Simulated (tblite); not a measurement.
Record of a relaxation.

Compound: C6H13AlO.
Atom-mapped SMILES: `[CH3:1][C@@H:2]1[CH2:3][CH2:4][CH2:5][C@H:6]1[O:7][AlH2:8]` (hydrogens: H9, H10, H11 on C1; H12 on C2; H13, H14 on C3; H15, H16 on C4; H17, H18 on C5; H19 on C6; H20, H21 on Al8)

Computed with GFN2-xTB (tblite), gas phase: L-BFGS steps from a force-field or distance-geometry start until the largest atomic force falls under 0.01 eV/Å. 9 of its 91 geometries are shown.

Step 0: E = -671.2245 eV, largest atomic force 3.200 eV/Å
```
atom  x, y, z in Å  |  force x, y, z in eV/Å
C1     -0.739    2.038   -0.532   -0.460   0.420  -0.183
C2     -0.750    0.517   -0.421   -0.236   0.249  -0.083
C3     -1.792   -0.002    0.566   -1.187   0.671  -0.123
C4     -1.270   -1.320    1.081   -0.411  -1.057   1.115
C5      0.209   -1.399    0.718    0.394  -0.683  -0.147
C6      0.571   -0.034    0.120   -0.066   0.019  -0.142
O7      1.505   -0.152   -0.938    2.799   0.018   1.550
Al8     3.260   -0.245   -0.304   -1.766   0.046  -0.975
H9     -1.726    2.384   -0.910    0.665  -0.138   0.256
H10     0.036    2.362   -1.241   -0.238  -0.095   0.302
H11    -0.557    2.516    0.452   -0.069  -0.338  -0.586
H12    -0.952    0.070   -1.414    0.282   0.185   0.331
H13    -2.787   -0.127    0.066    0.723   0.220   0.467
H14    -1.921    0.708    1.411    0.064  -0.257  -0.545
H15    -1.397   -1.375    2.196   -0.002  -0.091  -0.890
H16    -1.825   -2.172    0.638    0.287   0.427   0.312
H17     0.840   -1.621    1.602   -0.176   0.002  -0.520
H18     0.360   -2.203   -0.049    0.103   0.730   0.577
H19     0.936    0.643    0.944   -0.111  -0.370  -0.541
H20     4.102    1.091   -0.089   -0.358  -0.517  -0.062
H21     3.890   -1.661    0.058   -0.237   0.560  -0.113
```

Step 11: E = -671.9159 eV, largest atomic force 0.440 eV/Å
```
atom  x, y, z in Å  |  force x, y, z in eV/Å
C1     -0.745    2.026   -0.568   -0.067  -0.030  -0.015
C2     -0.748    0.506   -0.449    0.038  -0.054   0.111
C3     -1.804   -0.002    0.549   -0.160   0.124  -0.066
C4     -1.296   -1.347    1.105   -0.082  -0.070   0.105
C5      0.190   -1.413    0.735    0.040  -0.024  -0.026
C6      0.537   -0.017    0.217   -0.135  -0.019   0.013
O7      1.677   -0.096   -0.582    0.146   0.284   0.071
Al8     3.307   -0.258   -0.452    0.060   0.067   0.431
H9     -1.703    2.395   -0.931    0.033  -0.069  -0.017
H10     0.035    2.361   -1.249    0.004  -0.057   0.023
H11    -0.560    2.465    0.412    0.009   0.048  -0.049
H12    -0.890    0.059   -1.444    0.116  -0.024   0.256
H13    -2.792   -0.086    0.090    0.120  -0.042   0.036
H14    -1.881    0.740    1.352   -0.011  -0.153  -0.012
H15    -1.435   -1.411    2.189   -0.005   0.101  -0.170
H16    -1.845   -2.185    0.667    0.059   0.087  -0.020
H17     0.863   -1.661    1.562   -0.225  -0.072  -0.032
H18     0.384   -2.131   -0.072   -0.121   0.163   0.154
H19     0.754    0.652    1.075   -0.048  -0.220  -0.234
H20     4.071    1.064   -0.202    0.134  -0.186  -0.269
H21     3.873   -1.645   -0.052    0.095   0.147  -0.290
```

Step 22: E = -672.2066 eV, largest atomic force 0.356 eV/Å
```
atom  x, y, z in Å  |  force x, y, z in eV/Å
C1     -0.727    1.989   -0.614   -0.025   0.148   0.044
C2     -0.699    0.489   -0.396    0.030   0.040   0.060
C3     -1.825   -0.001    0.522   -0.152   0.085   0.013
C4     -1.353   -1.353    1.084   -0.198  -0.039   0.108
C5      0.137   -1.420    0.763   -0.056  -0.126   0.120
C6      0.502    0.026    0.444    0.193  -0.087   0.004
O7      1.782    0.091   -0.094    0.274   0.023  -0.226
Al8     3.374   -0.187   -0.406    0.039   0.110  -0.050
H9     -1.684    2.314   -1.010   -0.040  -0.054  -0.122
H10     0.062    2.303   -1.292    0.031  -0.029  -0.020
H11    -0.581    2.490    0.338    0.050   0.124   0.081
H12    -0.737   -0.028   -1.359    0.128  -0.051   0.069
H13    -2.793   -0.061    0.031    0.006  -0.067  -0.160
H14    -1.927    0.719    1.335   -0.037   0.007   0.041
H15    -1.520   -1.386    2.159   -0.023  -0.039   0.063
H16    -1.895   -2.186    0.644   -0.030  -0.029  -0.074
H17     0.747   -1.800    1.579   -0.001  -0.076   0.072
H18     0.328   -2.044   -0.119    0.020   0.195   0.096
H19     0.503    0.639    1.362   -0.019  -0.175  -0.053
H20     4.305    1.022   -0.591   -0.088  -0.001  -0.037
H21     3.991   -1.600   -0.428   -0.103   0.040  -0.031
```

Step 34: E = -672.2899 eV, largest atomic force 0.153 eV/Å
```
atom  x, y, z in Å  |  force x, y, z in eV/Å
C1     -0.689    1.995   -0.605    0.065  -0.024   0.041
C2     -0.631    0.503   -0.306   -0.034   0.023  -0.019
C3     -1.834    0.004    0.507    0.034  -0.053  -0.024
C4     -1.403   -1.352    1.097    0.058  -0.019  -0.074
C5      0.105   -1.440    0.833    0.028   0.096   0.056
C6      0.544    0.005    0.559   -0.114   0.072  -0.037
O7      1.816    0.076   -0.011   -0.124  -0.084  -0.033
Al8     3.371   -0.105   -0.496    0.024  -0.107  -0.006
H9     -1.640    2.241   -1.077    0.080  -0.038  -0.035
H10     0.120    2.274   -1.277    0.002   0.026   0.032
H11    -0.605    2.589    0.301    0.035  -0.035   0.086
H12    -0.588   -0.035   -1.261    0.014  -0.016   0.026
H13    -2.727   -0.090   -0.104   -0.073   0.014  -0.108
H14    -2.054    0.716    1.302    0.037   0.034   0.044
H15    -1.633   -1.416    2.159    0.067   0.095   0.052
H16    -1.923   -2.177    0.616   -0.034  -0.038  -0.083
H17     0.660   -1.885    1.653    0.062  -0.034   0.095
H18     0.310   -2.015   -0.072    0.018  -0.027   0.036
H19     0.577    0.579    1.494   -0.106   0.012   0.036
H20     4.293    1.089   -0.764   -0.057   0.055  -0.033
H21     3.923   -1.538   -0.594    0.016   0.049  -0.052
```

Step 45: E = -672.3498 eV, largest atomic force 0.125 eV/Å
```
atom  x, y, z in Å  |  force x, y, z in eV/Å
C1     -0.560    1.972   -0.556    0.017   0.003   0.032
C2     -0.536    0.480   -0.265   -0.110   0.003  -0.007
C3     -1.818   -0.015    0.409   -0.090  -0.039   0.052
C4     -1.448   -1.350    1.083    0.050  -0.077  -0.009
C5      0.079   -1.453    0.972    0.038   0.034   0.010
C6      0.542   -0.018    0.707   -0.056   0.048  -0.037
O7      1.820    0.023    0.172   -0.020   0.043  -0.011
Al8     3.235   -0.072   -0.636    0.116  -0.043  -0.019
H9     -1.443    2.201   -1.152    0.086   0.053   0.006
H10     0.327    2.274   -1.110    0.022  -0.035   0.021
H11    -0.603    2.551    0.364   -0.018  -0.016   0.039
H12    -0.369   -0.055   -1.207   -0.069  -0.016  -0.018
H13    -2.640   -0.113   -0.298    0.031  -0.067  -0.033
H14    -2.128    0.706    1.166    0.026   0.050  -0.003
H15    -1.764   -1.357    2.129    0.014  -0.006  -0.086
H16    -1.920   -2.194    0.583   -0.047  -0.010   0.027
H17     0.561   -1.886    1.848   -0.078   0.018   0.013
H18     0.376   -2.039    0.097   -0.060  -0.026   0.098
H19     0.514    0.576    1.631    0.044   0.005  -0.007
H20     3.914    1.232   -1.044    0.071   0.040  -0.051
H21     3.852   -1.445   -0.942    0.031   0.038  -0.017
```

Step 56: E = -672.3855 eV, largest atomic force 0.070 eV/Å
```
atom  x, y, z in Å  |  force x, y, z in eV/Å
C1     -0.501    1.966   -0.502    0.028  -0.012   0.016
C2     -0.552    0.466   -0.269    0.004  -0.029  -0.004
C3     -1.845   -0.041    0.372    0.013   0.019   0.023
C4     -1.471   -1.358    1.082   -0.022   0.045  -0.025
C5      0.062   -1.448    1.041   -0.046  -0.016   0.018
C6      0.539   -0.033    0.692   -0.021  -0.059   0.014
O7      1.806   -0.017    0.118   -0.051  -0.027  -0.023
Al8     3.212   -0.037   -0.720    0.023   0.024  -0.009
H9     -1.291    2.283   -1.177   -0.039  -0.009   0.002
H10     0.457    2.232   -0.943    0.065   0.022  -0.015
H11    -0.604    2.501    0.439   -0.051   0.025   0.024
H12    -0.395   -0.051   -1.222    0.039  -0.001  -0.043
H13    -2.632   -0.179   -0.370    0.028  -0.027   0.022
H14    -2.202    0.691    1.096    0.000   0.026   0.039
H15    -1.822   -1.347    2.114   -0.033  -0.017  -0.034
H16    -1.926   -2.213    0.582    0.030  -0.005   0.037
H17     0.478   -1.806    1.981    0.044   0.026   0.018
H18     0.398   -2.119    0.249   -0.012   0.014  -0.031
H19     0.560    0.595    1.593   -0.040   0.004  -0.012
H20     3.826    1.300   -1.151    0.026  -0.002  -0.016
H21     3.896   -1.367   -1.054    0.016   0.000   0.002
```

Step 68: E = -672.3893 eV, largest atomic force 0.024 eV/Å
```
atom  x, y, z in Å  |  force x, y, z in eV/Å
C1     -0.504    1.966   -0.498   -0.005  -0.001  -0.006
C2     -0.556    0.463   -0.277    0.007   0.013  -0.008
C3     -1.845   -0.040    0.378    0.005   0.015  -0.008
C4     -1.475   -1.357    1.086    0.008   0.001  -0.001
C5      0.057   -1.449    1.042    0.011  -0.007   0.001
C6      0.536   -0.040    0.678   -0.005  -0.004  -0.003
O7      1.801   -0.030    0.096   -0.011  -0.005   0.007
Al8     3.221   -0.032   -0.721    0.019  -0.007  -0.003
H9     -1.292    2.280   -1.179    0.011   0.005   0.008
H10     0.459    2.241   -0.928   -0.015  -0.005   0.015
H11    -0.625    2.496    0.446   -0.018  -0.005  -0.015
H12    -0.402   -0.045   -1.236    0.001  -0.008   0.007
H13    -2.638   -0.179   -0.356   -0.011   0.001   0.000
H14    -2.190    0.697    1.105   -0.003   0.004   0.010
H15    -1.836   -1.351    2.114    0.015   0.008   0.008
H16    -1.925   -2.214    0.588    0.003   0.005  -0.011
H17     0.490   -1.795    1.979   -0.013  -0.004   0.013
H18     0.385   -2.124    0.249    0.001   0.000  -0.007
H19     0.559    0.597    1.573    0.001  -0.010  -0.004
H20     3.856    1.296   -1.151   -0.005   0.006  -0.005
H21     3.915   -1.363   -1.035    0.005  -0.004   0.002
```

Step 79: E = -672.3900 eV, largest atomic force 0.013 eV/Å
```
atom  x, y, z in Å  |  force x, y, z in eV/Å
C1     -0.509    1.966   -0.496    0.002  -0.003  -0.004
C2     -0.555    0.463   -0.279    0.001  -0.005   0.005
C3     -1.843   -0.035    0.380   -0.007  -0.002   0.002
C4     -1.475   -1.354    1.085    0.005  -0.007   0.003
C5      0.056   -1.451    1.040    0.009  -0.007   0.004
C6      0.539   -0.043    0.673    0.003  -0.008   0.007
O7      1.802   -0.039    0.088   -0.001   0.011   0.000
Al8     3.226   -0.035   -0.723   -0.002  -0.007   0.000
H9     -1.286    2.276   -1.192    0.006   0.004   0.002
H10     0.460    2.250   -0.906    0.001   0.002   0.008
H11    -0.656    2.491    0.446    0.000   0.006  -0.012
H12    -0.403   -0.046   -1.238   -0.005   0.005  -0.003
H13    -2.641   -0.171   -0.349   -0.005   0.001  -0.007
H14    -2.181    0.702    1.109   -0.001   0.001   0.007
H15    -1.833   -1.348    2.115    0.000  -0.002  -0.004
H16    -1.928   -2.209    0.585   -0.002   0.000  -0.001
H17     0.484   -1.795    1.980    0.005   0.003   0.003
H18     0.385   -2.131    0.251   -0.008   0.008  -0.006
H19     0.566    0.592    1.569    0.000   0.003  -0.003
H20     3.852    1.297   -1.159   -0.006  -0.005  -0.002
H21     3.932   -1.363   -1.026    0.003   0.004   0.004
```

Step 90: E = -672.3904 eV, largest atomic force 0.010 eV/Å
```
atom  x, y, z in Å  |  force x, y, z in eV/Å
C1     -0.508    1.968   -0.496    0.000  -0.007   0.001
C2     -0.557    0.465   -0.277   -0.002  -0.006   0.003
C3     -1.844   -0.035    0.383   -0.003  -0.001   0.004
C4     -1.475   -1.355    1.085   -0.003   0.002  -0.005
C5      0.057   -1.451    1.039   -0.001   0.000  -0.002
C6      0.538   -0.043    0.673    0.003   0.002  -0.001
O7      1.802   -0.038    0.086    0.004  -0.001  -0.001
Al8     3.225   -0.041   -0.725   -0.005   0.008   0.003
H9     -1.270    2.276   -1.209    0.002   0.003  -0.004
H10     0.469    2.251   -0.885    0.000   0.002   0.000
H11    -0.676    2.498    0.440    0.004  -0.006   0.002
H12    -0.407   -0.044   -1.236    0.003   0.003   0.001
H13    -2.642   -0.167   -0.345   -0.003  -0.001   0.002
H14    -2.181    0.699    1.117   -0.001   0.009   0.002
H15    -1.832   -1.353    2.115    0.000   0.000  -0.004
H16    -1.927   -2.209    0.582   -0.001  -0.004   0.001
H17     0.486   -1.796    1.978    0.003  -0.002   0.004
H18     0.383   -2.129    0.248    0.005   0.000  -0.007
H19     0.568    0.592    1.569    0.001   0.002   0.001
H20     3.835    1.293   -1.175    0.000   0.001  -0.007
H21     3.948   -1.363   -1.015   -0.005  -0.002   0.008
```

**Question.** Summarise the path.

**Answer.** The energy falls by 26.89 kcal/mol from step 0 to step 90; nine tenths of that is first reached at step 31. It falls at every step. The largest force goes from 3.200 to 0.010 eV/Å. Among the bonds O7–Al8 changes most, from 1.868 to 1.639 Å; the atoms move by 0.578 Å rms after alignment.

**Question.** Follow the three bonds and two angles with the largest change from start to end.

**Answer.** 
| step | E above end (kcal/mol) | largest force (eV/Å) | O7–Al8 (Å) | Al8–H20 (Å) | Al8–H21 (Å) | C6–O7–Al8 (°) | O7–C6–H19 (°) |
| --- | --- | --- | --- | --- | --- | --- | --- |
| 0 | 26.89 | 3.200 | 1.868 | 1.594 | 1.591 | 111.8 | 112.4 |
| 4 | 13.81 | 0.400 | 1.670 | 1.545 | 1.542 | 123.6 | 106.0 |
| 8 | 12.42 | 0.367 | 1.650 | 1.514 | 1.514 | 131.1 | 106.2 |
| 12 | 10.24 | 0.508 | 1.642 | 1.561 | 1.566 | 144.7 | 108.8 |
| 16 | 6.52 | 0.523 | 1.647 | 1.527 | 1.556 | 156.2 | 107.8 |
| 20 | 5.10 | 0.325 | 1.642 | 1.527 | 1.539 | 158.3 | 107.8 |
| 23 | 3.90 | 0.293 | 1.643 | 1.535 | 1.540 | 164.4 | 106.9 |
| 27 | 3.03 | 0.164 | 1.646 | 1.532 | 1.536 | 165.4 | 108.4 |
| 31 | 2.64 | 0.144 | 1.648 | 1.542 | 1.535 | 166.0 | 108.0 |
| 35 | 2.17 | 0.169 | 1.638 | 1.531 | 1.541 | 169.3 | 107.1 |
| 39 | 1.66 | 0.222 | 1.643 | 1.541 | 1.532 | 171.6 | 108.3 |
| 43 | 1.13 | 0.144 | 1.634 | 1.524 | 1.534 | 173.0 | 109.0 |
| 47 | 0.75 | 0.131 | 1.635 | 1.532 | 1.533 | 170.7 | 109.6 |
| 51 | 0.40 | 0.135 | 1.638 | 1.529 | 1.537 | 173.4 | 108.8 |
| 55 | 0.14 | 0.085 | 1.637 | 1.532 | 1.535 | 173.2 | 108.2 |
| 59 | 0.05 | 0.046 | 1.638 | 1.534 | 1.534 | 174.5 | 108.6 |
| 63 | 0.04 | 0.024 | 1.639 | 1.534 | 1.534 | 174.8 | 108.6 |
| 67 | 0.03 | 0.025 | 1.638 | 1.534 | 1.533 | 174.8 | 108.6 |
| 70 | 0.02 | 0.025 | 1.638 | 1.534 | 1.534 | 174.8 | 108.5 |
| 74 | 0.01 | 0.015 | 1.639 | 1.534 | 1.533 | 175.0 | 108.5 |
| 78 | 0.01 | 0.015 | 1.639 | 1.535 | 1.534 | 175.1 | 108.5 |
| 82 | 0.01 | 0.013 | 1.639 | 1.534 | 1.534 | 175.3 | 108.5 |
| 86 | 0.00 | 0.014 | 1.638 | 1.534 | 1.534 | 175.2 | 108.5 |
| 90 | 0.00 | 0.010 | 1.639 | 1.534 | 1.534 | 175.2 | 108.5 |

What follows is the cost of the whole relaxation. Time: 1.1 s wall. Hardware: one thread, Arm Neoverse N1 (aarch64), no GPU, shared host with 64 logical CPUs at a one-minute load of 53.
